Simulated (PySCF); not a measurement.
MgHBr, SMILES [MgH][Br]. Atoms are numbered in the order given.

```xyz
3

Mg     0.0000     0.0000     1.6767
H      0.0000     0.0000     3.3576
Br     0.0000     0.0000    -0.6708
```

Coordinates come from a B3LYP-D3(BJ)/def2-TZVP optimisation.

These are TDDFT-ωB97X/def2-TZVPD in PySCF values and carry that method's errors.

Vertical excitations; the highest root listed may be one member of a degenerate set. Isolated molecule, no solvent. State labels are in the subgroup C2v.

| state | symmetry | energy (eV) | λ (nm) | f | main pairs |
|---|---|---|---|---|---|
| S1 | B1 | 6.23 | 199 | 0.045 | HOMO−1→LUMO (degenerate set) |
| S2 | B2 | 6.23 | 199 | 0.045 | HOMO→LUMO (degenerate set) |
| S3 | B1 | 6.63 | 187 | 0.159 | HOMO−2→LUMO+1 (degenerate set) |
| S4 | B2 | 6.63 | 187 | 0.159 | HOMO−2→LUMO+2 (degenerate set) |
| S5 | A1 | 6.85 | 181 | 0.254 | HOMO−2→LUMO 71 % |
| S6 | A1 | 6.89 | 180 | 0.000 | HOMO−1→LUMO+1, HOMO→LUMO+2 (degenerate set) |
| S7 | A2 | 6.89 | 180 | 0.000 | HOMO→LUMO+1, HOMO−1→LUMO+2 (degenerate set) |
| S8 | A2 | 6.91 | 179 | 0.000 | HOMO−1→LUMO+2 42 %, HOMO→LUMO+1 42 % |
| S9 | A1 | 7.44 | 167 | 0.468 | HOMO→LUMO+2 28 %, HOMO−1→LUMO+1 28 %, HOMO−2→LUMO 20 %, HOMO−3→LUMO 11 % |
| S10 | A1 | 7.97 | 156 | 0.105 | HOMO−3→LUMO 79 % |
| T1 | A1 | 5.60 | 221 | 0 | HOMO−2→LUMO 84 % |
| T2 | B1 | 6.10 | 203 | 0 | HOMO−1→LUMO (degenerate set) |
| T3 | B2 | 6.10 | 203 | 0 | HOMO→LUMO (degenerate set) |
| T4 | B1 | 6.32 | 196 | 0 | HOMO−2→LUMO+1 78 % |
Triplets are in the Tamm–Dancoff approximation, which puts them higher than full response would, so one can lie above its singlet here.
